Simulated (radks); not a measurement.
Values are calculated unless marked as measured or tabulated.
Q: Se II, configuration [Ar] 3d9 4s2 4p3 4d1 (not the ground configuration). Level of theory: scalar-relativistic Kohn-Sham, PW91, spin-unpolarised, spherical densities, point nucleus (a radial shooting solver on a logarithmic mesh with Libxc functionals). Some entries of the table are withheld. Estimate them.

orbital,occ.,eigenvalue (Ry),<1/r> (bohr^-1),r(max) (bohr)
1s,2,(1),34.56,0.02880
2s,2,-120.4393,7.632,0.1645
2p,6,-106.2216,7.475,0.1317
3s,2,-17.71391,2.510,0.5003
3p,6,-13.25184,2.363,0.4976
3d,9,-5.88795,2.086,0.4465
4s,2,-2.41704,0.8106,1.428
4p,3,-1.47801,0.6808,1.629
5s,0,-0.48937,0.2827,4.017
4d,1,-0.38562,0.3694,2.664
5p,0,(2),0.2199,5.112

A: 
(1) 1s eigenvalue (Ry): -921.4772
(2) 5p eigenvalue (Ry): -0.32500
